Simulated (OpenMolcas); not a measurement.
Levels of Os4+ by method

* Program: OpenMolcas
* Basis: ANO-RCC-VQZP [9s8p6d4f3g2h]
* Scalar Hamiltonian: DKH2, point nucleus
* Active space: 10 electrons in 8 orbitals (RAS1 5p, at most 2 holes; RAS2 5d)
* State averaging: 2S+1 = 5 even, 5 roots; 2S+1 = 3 even, 45 roots; 2S+1 = 1 even, 50 roots
* Spin-orbit coupling: RASSI with atomic mean-field integrals over the reference wave functions, term energies averaged over their components

Methods on the same reference wave functions:
A. RASSCF
B. SS-RASPT2, IPEA 0.25 Eh, imaginary shift 0.1 Eh (closed shells correlated: 5s)
C. MS-RASPT2, IPEA 0.25 Eh, imaginary shift 0.1 Eh (closed shells correlated: 5s)

Energies in cm⁻¹ above 5d⁴ ⁵D₀, the measured ground level; measured values from the list in Palmeri et al., Atoms 14, 22 (2026).

| Level | A | B | C | Measured |
| --- | --- | --- | --- | --- |
| 5d⁴ ⁵D₀ [64 %] | 0.0 | 0.0 | 0.0 | 0.0 |
| 5d⁴ ⁵D₁ | 4076 | 4500 | 4430 | 4311 |
| 5d⁴ ⁵D₂ | 7872 | 8400 | 8300 | 8083 |
| 5d⁴ ⁵D₃ | 11013 | 11430 | 11310 | 11018 |
| 5d⁴ ⁵D₄ [68 %] | 13403 | 13430 | 13320 | 12966 |
| 5d⁴ ³P₀(1) [51 %] | 19944 | 19260 | 19130 |  |
| 5d⁴ ³H₄ [56 %] | 23312 | 21210 | 21100 | 20374 |
| 5d⁴ ³G₃ [58 %] | 27352 | 25010 | 24990 | 23942 |
| 5d⁴ ³P₁(1) | 27421 | 26110 | 25780 | 24680 |
| 5d⁴ ³F₂(1) [66 %] | 27917 | 25650 | 25590 |  |
| 5d⁴ ³H₅ | 28922 | 26370 | 26220 | 25344 |
| 5d⁴ ³H₆ [73 %] | 31535 | 28580 | 28430 | 27669 |
| 5d⁴ ³G₅ | 41119 | 38510 | 38360 | 37016 |
| 5d⁴ ³D₁ | 42968 | 40250 | 40190 | 38536 |
| 5d⁴ ¹I₆ [73 %] | 44300 | 40410 | 40260 | 39284 |
| 5d⁴ ¹S₀(1) [75 %] | 48056 | 46570 | 46120 |  |
| 5d⁴ ¹F₃ [63 %] | 53119 | 48410 | 48310 | 46549 |
| 5d⁴ ³P₂(2) [66 %] | 56404 | 51850 | 52180 |  |
| 5d⁴ ³F₄(2) [53 %] | 59188 | 55090 | 55520 |  |
| 5d⁴ ³F₂(2) [59 %] | 62061 | 57770 | 57380 |  |
| 5d⁴ ³F₃(2) | 62750 | 58140 | 58000 | 55872 |
| 5d⁴ ³P₁(2) | 63332 | 58770 | 58630 | 55988 |
| 5d⁴ ³P₀(2) | 66514 | 61990 | 61900 |  |
| 5d⁴ ¹G₄(2) | 67822 | 62230 | 62070 |  |

Deviations, from unrounded energies. A percentage is the sum of absolute deviations over the sum of measured energies, with the sign that they share, or ± where signs differ.

```
                        Against measurement  Levels      A     B     C
             mean absolute deviation (cm-1)      15   3500  1200  1100
      fine structure of the ground term (%)       4   ±2.4  +3.8  +2.7
other terms of the ground configuration (%)      11  +12.9  +4.2  +3.8
```

C lies closest to measurement on these levels and A furthest from it. The largest miss of C in the table is 5d⁴ ³P₁(2), by +2600 cm-1. The ranking rests on the paired levels alone, and a cruder setting can come out closer through cancelling errors.

Between B and C the level of the table that moves most is 5d⁴ ¹S₀(1) [75 %], by 450 cm-1 (lowest in C, highest in B). Moves below CASPT2's spread within the term are not significant.

The mean deviations of B to C differ by less than CASPT2's widest spread within a term (1400 cm-1), so their order carries little weight.

From A to B the spin-free energies of the other terms of 5d⁴ shown, above ⁵D, scale by factors of 0.82 to 0.94, as is usual when dynamic correlation screens the repulsion within a d or f shell.

The lowest spin-free term lies below A's lowest term by 0.283 hartree in B, 0.283 hartree in C.

Term energies are means over components that CASPT2 splits; among the terms shown or strongly mixed into the levels shown the widest spread is 1400 cm-1 (5d⁴ ¹I, C). Active for correlation alone: 5p; no level in the range computed is led by a configuration that opens it, so any true level of that kind is missing. Without dynamic correlation excited terms often stand tens of per cent too high (terms of higher spin than the ground term too low), and those without a measured partner can miss by more than the paired ones (holds for A). The CASPT2 spread within a term exceeds the gap to the next term for 5d⁴ ¹I and 5d⁴ ³D, 5d⁴ ³P(2) and 5d⁴ ³F(2), so the order of their levels is uncertain, and so are names and mixing where such terms share a J (holds for C). Measured partners are found by configuration, term and J. A level has none where our copy of the source lacks it or the pairing is in doubt (some pairs that miss far off the trend of their configuration count as doubtful), and it then counts in no deviation. Only configurations of the active space appear. The table leaves out levels that lie high or whose names do not pair safely across all columns.

A share in square brackets marks a mixed level and gives the weight of the term that names it, the lowest over the columns. A number in round brackets counts repeated terms of one configuration in the order of the reference energies.
